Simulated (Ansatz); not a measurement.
Relaxation of GaH$_{6}$O$_{2}$P (10 atoms, charge 0, multiplicity 1), to a largest force component of 0.03 eV/Å in at most 50 steps.

All numbers below come from RKS BHLYP-D4/def2-SVP (Ansatz).

```xyz
10
Properties=species:S:1:pos:R:3:forces:R:3
Ga -0.163 1.146 0.110 -0.07 -0.02 -0.12
H 1.155 1.058 0.889 0.00 0.44 0.14
O -0.132 1.073 -1.657 0.00 -0.05 -0.01
O -1.799 1.260 0.786 0.02 0.00 0.02
H 1.514 -0.822 0.607 0.14 0.08 0.15
P 1.374 -2.098 0.053 -0.06 -0.51 -0.24
H -0.977 1.021 -2.097 -0.01 0.05 0.02
H -1.881 1.340 1.732 -0.02 -0.01 0.01
H 0.144 -2.363 0.708 -0.01 0.01 0.01
H 0.764 -1.616 -1.132 0.02 0.01 0.02
```

Where does it end, and by what steps?

The forces met the threshold. After 11 steps the energy has fallen by 0.194 eV; H9 moved furthest, 0.77 Å.

```tsv
step	energy less start (eV)	largest force component (eV/Å)	accepted
0	0.0000	0.510	yes
1	-0.0947	0.216	yes
2	-0.1228	0.197	yes
3	-0.1488	0.348	yes
4	-0.1675	0.094	yes
5	-0.1722	0.392	yes
6	-0.1811	0.222	yes
7	-0.1904	0.109	yes
8	-0.1857	0.308	no
9	-0.1931	0.083	yes
10	-0.1934	0.083	yes
11	-0.1943	0.026	yes
```

```xyz
10
Properties=species:S:1:pos:R:3
Ga -0.074 1.228 0.057
H 1.148 1.782 0.819
O -0.082 1.127 -1.711
O -1.616 0.731 0.789
H 1.768 -1.213 0.722
P 0.939 -2.172 0.084
H -0.902 0.829 -2.098
H -1.698 0.788 1.737
H -0.253 -1.702 0.690
H 0.770 -1.397 -1.090
```

Whether the end is a true minimum wasn't checked by a vibrational analysis.

Run time: 20 s on 2 threads of Intel(R) Xeon(R) 6975P-C (Granite Rapids), with other jobs on the host, peak memory 0.28 GiB.
